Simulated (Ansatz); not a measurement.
The cluster Li₄, relaxed as a singlet with RKS PBE/def2-TZVP in Ansatz, starting from the GFN1-xTB geometry. Force threshold 0.02 eV/Å.

The structure comes from a short search, and lower isomers may exist.

Start:

```tsv
atom	x (Å)	y (Å)	z (Å)
Li1	1.185	0.700	-1.703
Li2	-1.156	-0.674	1.736
Li3	0.843	-0.779	0.257
Li4	-0.872	0.753	-0.290
```

```csv
step,energy (eV),largest force component (eV/Å),SCF passes
1,-814.0081,0.991,24
2,-814.5088,0.500,27
3,-814.6940,0.202,27
4,-814.7399,0.048,29
5 (rejected),-814.7335,0.109,25
6,-814.7415,0.002,23
```

Force components are those of the run's own axes.

End:

```xyz
4

Li    1.470    0.863   -2.169
Li   -1.475   -0.869    2.163
Li    0.962   -0.856    0.311
Li   -0.957    0.862   -0.305
```

By distances, no bond broke or formed, bridged metal pairs apart. The bond that changes most is Li1–Li3, from 2.48 to 3.06 Å (atoms count from 1). Metal–metal contacts that move far: Li1–Li3 2.48 to 3.06 Å, Li2–Li3 2.49 to 3.06 Å, Li2–Li4 2.49 to 3.06 Å, Li1–Li4 2.50 to 3.06 Å.

No frequencies were taken in this run, so the end may be a saddle point.

It took 2.1 s on 4 threads of Arm Neoverse V1 on a shared host.
